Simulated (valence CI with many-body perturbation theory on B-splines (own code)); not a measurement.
## Cu²³⁺ in brief

Computed by configuration interaction combined with many-body perturbation theory (CI+MBPT): four valence electrons over a frozen Dirac-Fock core [He], a basis of 11 s, 11 p, 9 d, 7 f, 5 g, 2 h, 1 i functions for each j, with the one-electron correlation potential Σ1, the two-electron term Σ2, the three-electron term Σ3, Breit, model QED; selected CI, second order for the rest (own B-spline code, finite nucleus).

No measured spectrum was set against this ion. As an estimate, levels of excited configurations hold to 0.05 to 0.15 % of their energy, terms of the ground configuration to about 0.5 %. Among the levels kept, up to 280 cm⁻¹ of a level comes from second order outside the variational space, and about a tenth of that is noise between levels of different J, which matters for small intervals.

Names give the largest LS component (configuration and term), which can be under half, so a name can repeat, a term be missing and a line seem to break the LS rules; names also repeat where a configuration has a term twice.

Rates and lifetimes use the calculated energies. Strong lines usually hold to 10 to 20 %, long lifetimes can be off by a factor of two.

**Question.** What is the ground level?

**Answer.** 2s2 2p2 3P_0, composition 86 % 2s2 2p2 3P + 13 % 2s2 2p2 1S.

**Question.** Where does the other parity begin?

**Answer.** At 2s 2p3 5S°_2, 642.56 × 10³ cm⁻¹.

**Question.** Among levels below 11225 × 10³ cm⁻¹, which E1 lines absorb most strongly from the ground level?

**Answer.** to 2s2 2p 3d 3D°_1 at 0.9569 nm, f = 1.31; to 2s 2p2 3p 3D°_1 at 0.9326 nm, f = 0.263; to 2s 2p3 3D°_1 at 10.43 nm, f = 0.0942.

**Question.** What are the static dipole polarisabilities of the lowest levels?

**Answer.** 2s2 2p2 3P_0 0.00729; 2s2 2p2 3P_1 0.00786 (tensor 0.00039); 2s2 2p2 3P_2 0.00756 (tensor 0.00026) bohr³, of which the core gives 1.28e-05.

**Question.** How well does LS coupling describe the low levels?

**Answer.** Among the lowest 20 levels the leading LS term, summed over configurations, holds 82 % on average. For single configurations the figures are 81 % in LS and 80 % in jj coupling. Terms mix most in the J = 2 level at 1196.3 × 10³ cm⁻¹, where the leading one holds 59 %.
